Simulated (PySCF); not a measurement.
CH6O3Si2, SMILES O=C([SiH2]O)[SiH2]O.

Geometry: ωB97X-D3(BJ)/def2-SVP. The structure was generated by enumeration, and PubChem lists no compound with its InChIKey, so it may never have been made. One conformer was computed; it need not be the lowest.

Two levels are set side by side: TDDFT-PBE/def2-SVPD (PySCF) and TDDFT-PBE0/def2-SVPD (PySCF). Vertical, same geometry. The lowest singlet is HOMO→LUMO 100 % with PBE and HOMO→LUMO 99 % with the other functional; states are paired by order. Differences are taken from unrounded values.

```json
[
 {"quantity": "lowest singlet excitation (eV)", "TDDFT-PBE": "2.61"},
 {"quantity": "lowest triplet excitation (TDA) (eV)", "TDDFT-PBE": "1.95"}
]
```

### Question
These are the TDDFT-PBE values. What does TDDFT-PBE0 give? (The exact figures need the calculation; the answer reports its results.)

### Answer

| quantity | TDDFT-PBE0 | TDDFT-PBE minus TDDFT-PBE0 |
|---|---|---|
| lowest singlet excitation (eV) | 2.69 | -0.08 |
| lowest triplet excitation (TDA) (eV) | 1.98 | -0.04 |

Rough cost on one machine, each run with all the roots and properties that it gave: TDDFT-PBE0 against TDDFT-PBE about 5 times.
